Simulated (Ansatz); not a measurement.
Ansatz (a quantum-chemistry and plane-wave program) input (PBE/def2-TZVP):

Ansatz 0.2 input:
```yaml
crystal:
  periodic: [false, false, false]
  atoms:
    - {symbol: Si, position_ang: [-0.94874963, 0.07418637, 0.19500858]}
    - {symbol: Si, position_ang: [1.19974854, -0.09381294, -0.24659957]}
    - {symbol: H, position_ang: [-1.72299294, 1.33343391, 0.07154179]}
    - {symbol: H, position_ang: [-1.79099173, -1.05866198, 0.65073216]}
basis:
  gaussian:
    orbitals: def2-TZVP
hamiltonian:
  xc: {name: PBE}
relax: {f_tol: 0.003, max_steps: 100}
```

Output:

```
Functional definition: PBE
integrals: 0.02 GiB planned
592 factors; their error is unknown
mean field: 0.17 GiB planned
mean field evaluation 1: about -15775.2062 eV, gradient 1.9e1 eV
mean field evaluation 2: about -15767.4012 eV, gradient 4.3e1 eV
mean field evaluation 4: about -15776.8820 eV, gradient 4.2e0 eV
mean field evaluation 8: about -15776.9616 eV, gradient 1.7e-2 eV
mean field evaluation 16: about -15772.7522 eV, gradient 1.6e1 eV
mean field -15776.95010011 eV, -579.7922221780 hartree, gradient 2.0e-5 eV, S^2 0.000000; 3 other end points of the search recorded, 0 dependent functions left out
the calculation of the forces begins
reference -15776.95013185 eV, -579.7922233445 hartree; 15, 15 occupied and 71, 71 virtual orbitals, 592 factors
relax step   1: F+E_penalty+E_count = -15776.95010011 eV  Δ(F+E_penalty+E_count) = +0.000e0 eV  max|allowed force component| = 2.238e-1 eV/Å  Δτ_max = 0.0000 Å  (67 SCF iters, accepted)
these checks for a lower state are left out or cut short: starts, cluster_reference, orbital_swaps, neighbouring_geometries, increment
integrals: 0.02 GiB planned
592 factors; their error is unknown
mean field: 0.17 GiB planned
mean field evaluation 32: about -15776.9550 eV, gradient 6.0e-6 eV
mean field -15776.95502665 eV, -579.7924032251 hartree, gradient 7.5e-5 eV, S^2 0.000000; 0 other end points of the search recorded, 0 dependent functions left out
the calculation of the forces begins
reference -15776.95505836 eV, -579.7924043906 hartree; 15, 15 occupied and 71, 71 virtual orbitals, 592 factors
relax step   2: F+E_penalty+E_count = -15776.95502665 eV  Δ(F+E_penalty+E_count) = -4.927e-3 eV  max|allowed force component| = 6.735e-2 eV/Å  Δτ_max = 0.0121 Å  (27 SCF iters, accepted)
these checks for a lower state are left out or cut short: starts, cluster_reference, orbital_swaps, neighbouring_geometries, increment
integrals: 0.02 GiB planned
592 factors; their error is unknown
mean field: 0.17 GiB planned
mean field -15776.95545333 eV, -579.7924189054 hartree, gradient 7.5e-5 eV, S^2 0.000000; 0 other end points of the search recorded, 0 dependent functions left out
the calculation of the forces begins
reference -15776.95548502 eV, -579.7924200699 hartree; 15, 15 occupied and 71, 71 virtual orbitals, 592 factors
relax step   3: F+E_penalty+E_count = -15776.95545333 eV  Δ(F+E_penalty+E_count) = -4.267e-4 eV  max|allowed force component| = 1.781e-3 eV/Å  Δτ_max = 0.0039 Å  (28 SCF iters, accepted)
integrals: 0.02 GiB planned
592 factors; their error is unknown
mean field: 0.17 GiB planned
mean field evaluation 64: about -15774.0523 eV, gradient 2.4e-4 eV
mean field -15776.95545333 eV, -579.7924189054 hartree, gradient 7.5e-5 eV, S^2 0.000000; 4 other end points of the search recorded, 0 dependent functions left out
the calculation of the forces begins
reference -15776.95548502 eV, -579.7924200699 hartree; 15, 15 occupied and 71, 71 virtual orbitals, 592 factors
Total energy: -15776.95548502 eV, -579.7924200699 hartree
Atom 0 at    -0.945534     0.073935     0.194348 Å, force     0.001781    -0.000139    -0.000366 eV/Å
Atom 1 at     1.215226    -0.095023    -0.249781 Å, force    -0.000529     0.000041     0.000109 eV/Å
Atom 2 at    -1.732058     1.344060     0.071067 Å, force    -0.000592     0.001252    -0.000163 eV/Å
Atom 3 at    -1.800620    -1.067827     0.655049 Å, force    -0.000660    -0.001154     0.000420 eV/Å
Dipole moment:    -0.018210     0.001424     0.003743 e Å
```
